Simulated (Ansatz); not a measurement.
Consider the ligand exchange at a Ge–Cl bond: `[NH2][Ge][Cl]` + `O[SiH3]` → `[NH2][Ge][O][SiH3]` + HCl.

Program: Ansatz. Geometries: PBE0-D4/def2-TZVP. ΔE: electronic, gas phase. CBS: MP2 limit from def2 TZ/QZ plus the TZ coupled-cluster correction, frozen cores. This one scheme is used for every species. Functionals use def2-TZVPP. B3LYP here is the variant with VWN-RPA as its local correlation; programs differ in this. HSE06 is defined as in plane-wave codes. For Ge outer-core shells are correlated without core-valence functions, which leaves a few kJ/mol of doubt a bond. Scalar relativity is left out up to krypton. Each species was taken in one conformer, which may not be the lowest.

`[NH2][Ge][Cl]`:

Z-matrix (Å, degrees):
```
N
Ge 1 1.811
H 1 1.008 2 122.4
H 1 1.009 2 124.3 3 -180.0
Cl 2 2.209 1 95.7 3 -179.9
```

`O[SiH3]`:

Z-matrix (Å, degrees):
```
Si
O 1 1.648
H 1 1.489 2 111.7
H 1 1.489 2 111.7 3 120.9
H 1 1.481 2 105.9 3 -119.6
H 2 0.957 1 117.9 3 -60.5
```

`[NH2][Ge][O][SiH3]`:

Cartesian coordinates in Å:
```
N -0.512 -1.115 -2.095
Ge 0.708 -1.213 -0.760
O -0.016 0.147 0.178
Si 0.321 0.904 1.586
H -0.510 -1.721 -2.899
H -1.264 -0.441 -2.100
H 0.577 2.347 1.335
H -0.830 0.777 2.517
H 1.526 0.316 2.239
```

HCl:

Cartesian coordinates in Å:
```
Cl -0.368 -0.212 -0.478
H 0.368 0.212 0.478
```

```json
{"level": "LDA (SPW92)", "ΔE (kJ/mol)": "33.9", "difference from CCSD(T)/CBS": "5.2"}
{"level": "PBE-D4", "ΔE (kJ/mol)": "36.9", "difference from CCSD(T)/CBS": "8.2"}
{"level": "revPBE-D4", "ΔE (kJ/mol)": "36.1", "difference from CCSD(T)/CBS": "7.4"}
{"level": "BLYP-D4", "ΔE (kJ/mol)": "31.4", "difference from CCSD(T)/CBS": "2.7"}
{"level": "r2SCAN-D4", "ΔE (kJ/mol)": "33.4", "difference from CCSD(T)/CBS": "4.7"}
{"level": "PBE0-D4", "ΔE (kJ/mol)": "37.0", "difference from CCSD(T)/CBS": "8.3"}
{"level": "B3LYP-D4", "ΔE (kJ/mol)": "31.9", "difference from CCSD(T)/CBS": "3.2"}
{"level": "r2SCANh-D4", "ΔE (kJ/mol)": "34.0", "difference from CCSD(T)/CBS": "5.3"}
{"level": "r2SCAN0-D4", "ΔE (kJ/mol)": "34.8", "difference from CCSD(T)/CBS": "6.1"}
{"level": "HSE06-D4", "ΔE (kJ/mol)": "37.4", "difference from CCSD(T)/CBS": "8.7"}
{"level": "CAM-B3LYP-D4", "ΔE (kJ/mol)": "27.6", "difference from CCSD(T)/CBS": "-1.1"}
{"level": "ωB97X-V", "ΔE (kJ/mol)": "29.7", "difference from CCSD(T)/CBS": "1.0"}
{"level": "ωB97M-V", "ΔE (kJ/mol)": "32.2", "difference from CCSD(T)/CBS": "3.5"}
{"level": "B2PLYP", "ΔE (kJ/mol)": "30.6", "difference from CCSD(T)/CBS": "1.9"}
{"level": "PBE-QIDH", "ΔE (kJ/mol)": "32.6", "difference from CCSD(T)/CBS": "3.9"}
{"level": "PBE", "ΔE (kJ/mol)": "39.7", "difference from CCSD(T)/CBS": "11.0"}
{"level": "revPBE", "ΔE (kJ/mol)": "41.5", "difference from CCSD(T)/CBS": "12.8"}
{"level": "BLYP", "ΔE (kJ/mol)": "36.4", "difference from CCSD(T)/CBS": "7.7"}
{"level": "r2SCAN", "ΔE (kJ/mol)": "34.4", "difference from CCSD(T)/CBS": "5.7"}
{"level": "PBE0", "ΔE (kJ/mol)": "39.6", "difference from CCSD(T)/CBS": "10.9"}
{"level": "r2SCANh", "ΔE (kJ/mol)": "35.0", "difference from CCSD(T)/CBS": "6.3"}
{"level": "r2SCAN0", "ΔE (kJ/mol)": "35.9", "difference from CCSD(T)/CBS": "7.2"}
{"level": "HSE06", "ΔE (kJ/mol)": "39.9", "difference from CCSD(T)/CBS": "11.2"}
{"level": "BHLYP", "ΔE (kJ/mol)": "34.9", "difference from CCSD(T)/CBS": "6.2"}
{"level": "LC-ωPBE", "ΔE (kJ/mol)": "30.4", "difference from CCSD(T)/CBS": "1.7"}
{"level": "RPA@PBE/def2-TZVPP", "ΔE (kJ/mol)": "20.6", "difference from CCSD(T)/CBS": "-8.1"}
{"level": "HF/def2-SVP", "ΔE (kJ/mol)": "30.6", "difference from CCSD(T)/CBS": "1.9"}
{"level": "MP2/def2-SVP", "ΔE (kJ/mol)": "15.4", "difference from CCSD(T)/CBS": "-13.3"}
{"level": "CCSD/def2-SVP", "ΔE (kJ/mol)": "17.1", "difference from CCSD(T)/CBS": "-11.6"}
{"level": "CCSD(T)/def2-SVP", "ΔE (kJ/mol)": "16.0", "difference from CCSD(T)/CBS": "-12.7"}
{"level": "HF/def2-TZVPP", "ΔE (kJ/mol)": "33.7", "difference from CCSD(T)/CBS": "5.0"}
{"level": "SCS-MP2/def2-TZVPP", "ΔE (kJ/mol)": "23.5", "difference from CCSD(T)/CBS": "-5.2"}
{"level": "CCSD/def2-TZVPP", "ΔE (kJ/mol)": "24.3", "difference from CCSD(T)/CBS": "-4.4"}
{"level": "CCSD(T)/def2-TZVPP", "ΔE (kJ/mol)": "23.6", "difference from CCSD(T)/CBS": "-5.1"}
{"level": "HF/def2-QZVPP", "ΔE (kJ/mol)": "32.4", "difference from CCSD(T)/CBS": "3.7"}
{"level": "MP2/def2-QZVPP", "ΔE (kJ/mol)": "27.6", "difference from CCSD(T)/CBS": "-1.1"}
{"level": "SCS-MP2/def2-QZVPP", "ΔE (kJ/mol)": "26.0", "difference from CCSD(T)/CBS": "-2.7"}
{"level": "HF/CBS(def2)", "ΔE (kJ/mol)": "32.2", "difference from CCSD(T)/CBS": "3.5"}
{"level": "MP2/CBS(def2)", "ΔE (kJ/mol)": "30.2", "difference from CCSD(T)/CBS": "1.5"}
{"level": "CCSD/CBS(def2)", "ΔE (kJ/mol)": "29.4", "difference from CCSD(T)/CBS": "0.7"}
{"level": "CCSD(T)/CBS", "ΔE (kJ/mol)": "28.7", "difference from CCSD(T)/CBS": "0"}
```

Largest T1 diagnostic among the species: 0.014.

The D4 term adds −4.2 kJ/mol with B3LYP and −2.6 kJ/mol with PBE0; it sums over pairs of atoms, weighted by their polarisabilities, and B3LYP, whose exchange is more repulsive, gets the larger term. Leaving LDA and LC-ωPBE aside and taking each functional with its dispersion term where it has one, the values spread over 9.8 kJ/mol, from CAM-B3LYP-D4 to HSE06-D4. LDA lies −5.7 kJ/mol from PBE without D4. In def2-TZVPP, CCSD(T) changes the Hartree–Fock value by −10.0 kJ/mol (the triples alone add −0.7 kJ/mol) and MP2 by −8.6 kJ/mol.
